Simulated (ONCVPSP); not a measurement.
**calcium (Ca): excitation energies, all-electron against ONCV**

* Element: Ca (Z = 20)
* Generator: ONCVPSP 4.0.1
* Type: optimised norm-conserving Vanderbilt (ONCV)
* Functional: PBE
* Relativity: scalar-relativistic
* Frozen core: [Ne]
* Valence charge: 10
* Reference configuration: 3s2 3p6 4s1.75 4p0.25
* Partial waves: 3s+4s: rc 1.75 bohr, ncon 5, nbas 8, qcut 5.8 1/bohr, 2 projectors; 3p+4p: rc 1.75 bohr, ncon 4, nbas 9, qcut 7.3 1/bohr, 2 projectors; d scattering state at 0.03 Ha: rc 1.65 bohr, ncon 5, nbas 9, qcut 6.7 1/bohr, 2 projectors, debl 1.2 Ha
* Local potential: polynomial inside 1.25 bohr (lpopt 5, dvloc0 1 Ha)
* Core correction: none

In the d channel the program set the typed energies aside and used 0.050, 1.250 Ha.

Energies are relative to the spin-unpolarised reference configuration 3s2 3p6 4s1.75 4p0.25; without spin polarisation the order of configurations can differ from experiment.

```json
{"valence configuration": "3s2 3p6 4s2 4p0", "charge": "0", "ΔE all-electron (eV)": "-0.594", "error AE − PS (meV)": "0.0"}
{"valence configuration": "3s2 3p6 4s1 4p0", "charge": "+1", "ΔE all-electron (eV)": "5.715", "error AE − PS (meV)": "-0.2"}
```

Task: What are ΔE and the potential's error for 3s2 3p6 4s0 4p0?

Result: ΔE = 17.535 eV all-electron; the error (AE − PS) is -0.9 meV.

Task: What are ΔE and the potential's error for 3s2 3p6 4s0 4p2?

Result: ΔE = 4.357 eV all-electron; the error (AE − PS) is +0.1 meV.

Levels in the configuration 3s2 3p6 4s2 4p0:

```csv
level,all-electron (eV),pseudo (eV)
3s,-47.092,-47.091
3p,-28.008,-28.008
4s,-3.766,-3.766
```
